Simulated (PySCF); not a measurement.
Species: C7H9FO.
Structure used (PBE0-D3(BJ)/def2-SVP), in Å, numbered top down from 1:
```
atom  x, y, z in Å
C1    -1.788    2.146   -1.090
C2    -1.244    1.084   -0.882
C3    -0.601   -0.186   -0.625
C4    -1.403   -1.343    0.029
C5    -0.169   -1.695    0.881
C6     0.396   -0.315    0.570
F7     0.048    0.584    1.551
O8     1.731   -0.258    0.336
C9     2.198    0.984   -0.140
H10   -2.266    3.092   -1.262
H11   -0.084   -0.548   -1.529
H12   -2.229   -0.950    0.636
H13   -1.790   -2.112   -0.653
H14   -0.321   -1.905    1.948
H15    0.460   -2.475    0.432
H16    3.282    0.888   -0.280
H17    1.733    1.247   -1.107
H18    1.993    1.792    0.579
```

The closed-shell ground state was solved at several levels (PySCF, density fitting, gas phase, non-relativistic).

| level | basis functions | HOMO (eV) | LUMO (eV) | gap (eV) | dipole (D) |
| --- | --- | --- | --- | --- | --- |
| PBE0/pcSseg-1 | 198 | -7.47 | 0.83 | 8.30 | 1.26 |
| CAM-B3LYP/def2-SVPD | 258 | -8.90 | 1.25 | 10.15 | 1.39 |

(1) Estimate the row for wB97X-D/pcSseg-1, a basis of 198 functions; the other rows only guide the guess.

(2) Over all these levels, which gives the widest orbital gap and which the narrowest?

(3) How far do the dipole and the HOMO energy spread over the levels?

Answers

(1) HOMO -9.33 eV, LUMO 2.63 eV, gap 11.96 eV, dipole 1.29 D.

(2) wB97X-D/pcSseg-1 (range-separated hybrid) has the widest, 11.96 eV, and PBE0/pcSseg-1 (global hybrid, 25 % exact exchange) the narrowest, 8.30 eV. The two share the basis. From the narrowest to the widest the HOMO moves by -1.86 eV and the LUMO by +1.80 eV.

(3) The dipole runs from 1.26 to 1.39 D (mean 1.31 D) and the HOMO from -9.33 to -7.47 eV.

One conformer stands for the species.
